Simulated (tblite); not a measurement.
Species: C₈H₈O.
Bonds: C1–C2 (double), C2–C3, C3–C4 (double), C4–C5, C5–C6 (double), C6–C7, C7–C8, C7–O9 (double), C2–C6. Hydrogens: H10, H11 on C1; H12 on C3; H13 on C4; H14 on C5; H15, H16, H17 on C8.

Computed with GFN2-xTB (tblite), gas phase: nudged elastic band of 9 images (0 to 8), spring 0.2 eV/Å², climbing image at the end, force threshold 0.05 eV/Å. No saddle search or frequency run followed, so the top image need not be a first-order saddle, and its height can exceed the method's true barrier by a kcal/mol or more.

Path: rotation about C6–C7 (fully substituted alkene carbon, ketone carbonyl carbon), followed by the dihedral C2–C6–C7–C8, from 180° to 0°. Start geometry (image 0):
```
atom  x, y, z in Å
C1     -1.529    1.293   -1.390
C2     -0.931    0.166   -0.991
C3     -1.144   -1.169   -1.534
C4     -0.356   -2.035   -0.865
C5      0.394   -1.313    0.131
C6      0.071    0.010    0.079
C7      0.594    1.094    0.906
C8      1.616    0.688    1.946
O9      0.244    2.252    0.784
H10    -1.302    2.236   -0.922
H11    -2.252    1.288   -2.189
H12    -1.825   -1.386   -2.336
H13    -0.278   -3.096   -1.023
H14     1.096   -1.781    0.797
H15     1.935    1.566    2.501
H16     2.478    0.234    1.462
H17     1.182   -0.035    2.632
```

The first guess turns that dihedral rigidly in even steps and adds one set of random displacements (0.04 Å standard deviation a coordinate) to every inner image. Energies of the images above image 0 (eV) in the early part of the optimisation:

| iteration | 1 | 2 | 3 | 4 | 5 | 6 | 7 | 8 |
| --- | --- | --- | --- | --- | --- | --- | --- | --- |
| 0 | 0.834 | 0.912 | 1.020 | 1.085 | 1.071 | 1.149 | 1.333 | 0.130 |
| 10 | 0.069 | 0.142 | 0.234 | 0.282 | 0.270 | 0.347 | 0.485 | 0.130 |
| 20 | 0.031 | 0.101 | 0.195 | 0.246 | 0.233 | 0.282 | 0.333 | 0.130 |
| 30 | 0.026 | 0.093 | 0.185 | 0.238 | 0.222 | 0.215 | 0.177 | 0.130 |
| 40 | 0.022 | 0.087 | 0.180 | 0.234 | 0.217 | 0.202 | 0.163 | 0.130 |

Question: Where does the band end, and how far was the first guess from it?

Answer: Final energies, images 1 to 8: 0.021, 0.084, 0.176, 0.232, 0.212, 0.189, 0.151, 0.130 eV. The highest point drops from 1.33 eV (image 7) to 0.232 eV (image 4), by 1.10 eV. Image 4 moved by 0.06 Å rms, its dihedral from -86° to -91°. The end images are fixed. The true force on the top image ends at 0.027 eV/Å, and the largest on any image at 0.07 eV/Å; away from the top, the method drives only the force across the path to zero. The last saved iteration is 50.

What follows is the cost of the whole band run. The run took 3.5 s on one thread, Intel Xeon Platinum 8488C (x86_64), no GPU, shared host with 96 logical CPUs at a one-minute load of 44, and the process peaked at 0.18 GiB of memory.
